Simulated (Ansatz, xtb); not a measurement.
System: WH5, net charge 0, doublet state. The spin state was set by rule; other spins were not relaxed. 
Geometry from a B3LYP-D3(BJ)/def2-TZVP (Ansatz, an electronic-structure program) optimisation:
SMILES: [WH5]
```xyz
6

W      0.0172     0.0063     0.0035
H      0.7083     1.2936    -0.9053
H     -1.2802     0.7209     0.8246
H      0.9918    -0.6688     1.2505
H     -1.5306    -0.5626    -0.3108
H     -0.1612    -1.2507    -1.1173
```
Charge 0, spin multiplicity 2.

Harmonic wavenumbers from GFN2-xTB (xtb, at its own minimum), cm⁻¹: 428, 428, 722, 722, 761, 1006, 1006, 1303, 1324, 1324, 1427, 1429.

Q: Give the harmonic wavenumbers at B3LYP-D3(BJ)/def2-TZVP (Ansatz, finite differences of forces, unscaled).

A: 211, 307, 453, 850, 929, 994, 1020, 1953, 1954, 1994, 2003, 2048 cm⁻¹. Zero-point energy 21.0 kcal/mol.

Q: From these and the geometry, give the ideal-gas thermochemistry at 298.15 K and 1 atm (rigid rotor, harmonic oscillator).

A: Point group C2v, rotational symmetry number 2. Rotational constants 57.34, 50.09, 49.28 GHz. S(trans) 41.61, S(rot) 16.99, S(vib) 4.68, S(elec, spin only) 1.38, S 64.7 cal/(mol K). H(298) - H(0) 3.25 kcal/mol; G - E(el) 5.0 kcal/mol.
